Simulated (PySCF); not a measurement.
## Polarisability and C₆ of Te⁺ (tellurium, charge +1)

[Kr] 4d10 5s2 5p3, high-spin 4S determinant. All numbers are calculated (PySCF 2.14, scalar relativity through the core potential, in aug-cc-pV5Z-PP with ECP28MDF (8s8p6d4f3g2h, 139 functions)). Coupled (time-dependent) response in atomic units; α is the mean over directions.

```json
{"method": "UHF", "mean α (bohr³)": "22.36", "C₆ (like pair)": "188.5", "S(−4)": "104.6"}
{"method": "PBE", "mean α (bohr³)": "22.53", "C₆ (like pair)": "189.3", "S(−4)": "110.7"}
```

S(−4) is the Cauchy moment in α(ω) = α(0) + S(−4) ω² + …

α(iu) at UHF:

```
u (hartree)  α(iu) (bohr³)
          0          22.36
     0.0500          22.10
      0.100          21.37
      0.200          18.91
      0.300          15.96
      0.500          10.90
      0.750          7.022
       1.00          4.881
       1.50          2.832
       2.00          1.914
       3.00          1.092
       5.00         0.5101
```

A single London oscillator, α(iu) = α/(1 + u²/ω²), gives C₆ = (3/4) ω α². Matching the computed C₆ needs ω = 4 × 188.5 / (3 × 22.36²) = 0.503 hartree.

For an ion, C₆ is the dispersion term alone; charge-induced terms of lower order in 1/R come first.

Energies and moments cover only the electrons outside the core potential.
